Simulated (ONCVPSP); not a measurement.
**What one change does to a pseudopotential (W, ONCV)**

* Element: W
* Generator: ONCVPSP 4.0.1
* Type: optimised norm-conserving Vanderbilt (ONCV)
* Functional: revPBE
* Relativity: scalar-relativistic
* Frozen core: [Kr] 4d10
* Valence charge: 28
* Reference configuration: 4f14 5s2 5p6 5d4 6s2
* Partial waves: 5s+6s: rc 1.40 bohr, ncon 4, nbas 7, qcut 7.3 1/bohr, 2 projectors; 5p: rc 1.15 bohr, ncon 4, nbas 8, qcut 6.6 1/bohr, 2 projectors, debl 2.3 Ha; 5d: rc 2.00 bohr, ncon 4, nbas 9, qcut 7 1/bohr, 1 projector; 4f: rc 0.75 bohr, ncon 4, nbas 8, qcut 23.6 1/bohr, 2 projectors, debl 2.7 Ha
* Local potential: polynomial inside 0.60 bohr (lpopt 5, dvloc0 6 Ha)
* Core correction: Teter function, fcfact 5.25, rcfact 1.75

Change: f: qcut 17.5.

Cutoffs: the cutoffs (Ha) at which the residual kinetic energy of the hardest occupied pseudo-wave falls to 1 and 0.1 mHa per electron; they do not see the model core or the augmentation charge, which bear on the density cutoff. Errors are all-electron minus pseudo energies relative to the spin-unpolarised reference configuration.

Question: How do hardness, ghosts and transferability respond?

Answer: The potential gets harder (234 Ha and 255 Ha → 456 Ha and 597 Ha); both files keep a bound ghost (p, s); the errors of the 4 common tests hardly move.

```csv
quantity,base,changed
"cutoff, loose",234 Ha,456 Ha
"cutoff, tight",255 Ha,597 Ha
loose cutoff by channel,"s 24 Ha, p 106 Ha, d 15 Ha, f 234 Ha","s 24 Ha, p 106 Ha, d 15 Ha, f 456 Ha"
bound ghosts,"s, p","s, p"
GHOST(+) flags under 300 eV,d at 12.4 eV,d at 12.4 eV
"error for 4f14 5s2 5p6 5d4 6s1, meV [ΔE 8.81 eV]",-4.1,-4.0
"error for 4f14 5s2 5p6 5d4 6s0, meV [ΔE 24.35 eV]",-12,-12
"error for 4f14 5s2 5p6 5d3 6s0, meV [ΔE 49.63 eV]",+9.1,+9.3
"error for 4f14 5s2 5p6 5d4 6s0 6p1, meV [ΔE 14.24 eV]",-7.3,-7.2
s: phases at 1.42 bohr within 0.05 rad from the reference energy up to (Ha; the scan ends near 5),to the end of the scan,to the end of the scan
p: phases at 1.17 bohr within 0.05 rad from the reference energy up to (Ha; the scan ends near 5),to the end of the scan,to the end of the scan
d: phases at 2.02 bohr within 0.05 rad from the reference energy up to (Ha; the scan ends near 5),0.3,0.3
f: phases at 0.76 bohr within 0.05 rad from the reference energy up to (Ha; the scan ends near 5),to the end of the scan,to the end of the scan
"rms error of d²Exc/dni dnj with the model core, mHa",3.48,3.44
```

 A true bound ghost makes a file unfit for plane-wave use even where its test errors are small: the radial tests pick states by their node count and pass the ghost by.
